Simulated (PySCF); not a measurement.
Isomers of C5H9BO2, mass 112.070 u with the commonest isotopes. Theory: PySCF, PBE0-D3(BJ)/def2-SVP geometry optimisation, gas phase. One conformer each, none proved a minimum here; rigid rotors.

**Question.** Order these by radius of gyration √(Σ m r²/M), largest first.
A. `[OH:1][B:2]([OH:3])[C@@H:4]1[CH2:5][C@@H:6]2[CH2:7][C@H:8]12` with H–O1–B2–O3 0°, O1–B2–O3–H 179°, O1–B2–C4–C5 3°
B. `[BH:1]1[O:2][CH2:3][C@@H:4]([CH:5]2[CH2:6][CH2:7]2)[O:8]1` with C3–C4–C5–C6 -91°
C. `[CH3:1][C@@H:2]1[CH2:3]/[C:4]1=[CH:5]/[B:6]([OH:7])[OH:8]` with C5–B6–O7–H 180°, C5–B6–O8–H 0°

**Answer.** C (2.161 Å), B (1.990 Å), A (1.913 Å).

**Question.** Order these by out-of-plane moment Σ m c² = (Ia + Ib − Ic)/2, smallest first.
A. `[OH:1][B:2]([OH:3])[C@@H:4]1[CH2:5][C@@H:6]2[CH2:7][C@H:8]12` with H–O1–B2–O3 0°, O1–B2–O3–H 179°, O1–B2–C4–C5 3°
B. `[BH:1]1[O:2][CH2:3][C@@H:4]([CH:5]2[CH2:6][CH2:7]2)[O:8]1` with C3–C4–C5–C6 -91°
C. `[CH3:1][C@@H:2]1[CH2:3]/[C:4]1=[CH:5]/[B:6]([OH:7])[OH:8]` with C5–B6–O7–H 180°, C5–B6–O8–H 0°
D. `[CH3:1][B:2]([CH3:3])[C@H:4]1[CH2:5][O:6][C:7]1=[O:8]` with C1–B2–C4–C5 -160°

**Answer.** B (15.00 u·Å²), C (16.21 u·Å²), D (21.25 u·Å²), A (55.93 u·Å²).

**Question.** Order these by dipole moment, smallest first.
A. `[CH3:1][C@@H:2]1[CH2:3]/[C:4]1=[CH:5]/[B:6]([OH:7])[OH:8]` with C5–B6–O7–H 180°, C5–B6–O8–H 0°
B. `[CH3:1][B:2]([CH3:3])[C@H:4]1[CH2:5][O:6][C:7]1=[O:8]` with C1–B2–C4–C5 -160°
C. `[BH:1]1[O:2][CH2:3][C@@H:4]([CH:5]2[CH2:6][CH2:7]2)[O:8]1` with C3–C4–C5–C6 -91°
D. `[OH:1][B:2]([OH:3])[C@@H:4]1[CH2:5][C@@H:6]2[CH2:7][C@H:8]12` with H–O1–B2–O3 0°, O1–B2–O3–H 179°, O1–B2–C4–C5 3°

**Answer.** A (0.81 D), D (1.54 D), C (2.57 D), B (4.14 D).

```
                       SMILES  point group  Ia (u·Å²)  Ib (u·Å²)  Ic (u·Å²)      κ  μa (D)  μb (D)  μc (D)
         C[C@@H]1C/C1=C/B(O)O           C1     128.88     410.63     507.09  -0.84    0.29    0.70    0.28
OB(O)[C@@H]1C[C@@H]2C[C@@H]21           C1     133.76     332.43     354.32  -0.92    0.30    1.38    0.63
          B1OC[C@@H](C2CC2)O1           C1      94.10     364.91     429.01  -0.90    2.11    1.43    0.35
            CB(C)[C@H]1COC1=O           C1     169.13     303.47     430.10  -0.46    2.84    2.60    1.53
```
